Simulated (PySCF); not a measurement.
C2H4ClFOSi. Atoms are numbered in the order given.

```xyz
10

O      2.7202     0.1447    -1.2536
C      2.0581     0.2595    -0.2425
C      1.1133    -0.7959     0.2818
Si    -0.6784    -0.4639    -0.1990
F     -1.6211    -1.5408     0.5871
Cl    -1.1982     1.4364     0.4309
H      2.0840     1.2077     0.3749
H      1.1322    -0.8275     1.3923
H      1.3887    -1.7873    -0.1350
H     -0.9380    -0.5905    -1.6618
```
Charge 0, spin multiplicity 1.

Geometry: PBE-D3(BJ)/def2-SVP. The structure was generated by enumeration; whether it is a known compound was not checked. The values are those of a single conformer.

All values below come from PySCF 2.14.0 with PBE-D3(BJ)/def2-SVP.

Frequencies are harmonic and unscaled.

| mode | ν (cm⁻¹) | IR (km/mol) | moving atoms (share of kinetic energy) |
|---|---|---|---|
| 1 | 43 | 4.6 | O 36 %, Cl 24 %, C 15 %, H 12 %, F 8 % |
| 2 | 62 | 7.2 | O 47 %, C 22 %, H 11 %, F 10 %, Si 9 % |
| 3 | 135 | 1.2 | C 33 %, H 27 %, Cl 24 %, F 11 % |
| 4 | 216 | 11.1 | F 55 %, Cl 15 %, C 9 %, Si 9 % |
| 5 | 268 | 10.7 | Si 35 %, F 25 %, Cl 17 %, H 12 %, C 9 % |
| 6 | 286 | 1.7 | C 37 %, H 23 %, F 16 %, Si 16 % |
| 7 | 474 | 15.8 | H 41 %, C 27 %, O 24 % |
| 8 | 535 | 56.0 | Si 40 %, Cl 38 %, C 9 %, H 9 % |
| 9 | 667 | 16.7 | H 39 %, C 39 %, Si 19 % |
| 10 | 703 | 102.1 | H 59 %, Si 19 %, C 17 % |
| 11 | 790 | 31.3 | H 85 %, F 11 % |
| 12 | 833 | 110.8 | H 59 %, C 26 %, Si 8 % |
| 13 | 880 | 98.7 | F 38 %, Si 32 %, H 26 % |
| 14 | 923 | 38.1 | H 57 %, C 21 %, Si 12 %, F 8 % |
| 15 | 989 | 96.9 | C 54 %, H 40 % |
| 16 | 1108 | 10.8 | H 69 %, C 28 % |
| 17 | 1115 | 108.6 | H 53 %, C 44 % |
| 18 | 1346 | 10.7 | H 90 %, C 10 % |
| 19 | 1370 | 9.7 | H 83 %, C 10 % |
| 20 | 1786 | 189.0 | C 60 %, O 37 % |
| 21 | 2233 | 81.7 | H 97 % |
| 22 | 2803 | 99.8 | H 92 % |
| 23 | 2984 | 1.3 | H 95 % |
| 24 | 3067 | 0.1 | H 90 %, C 10 % |
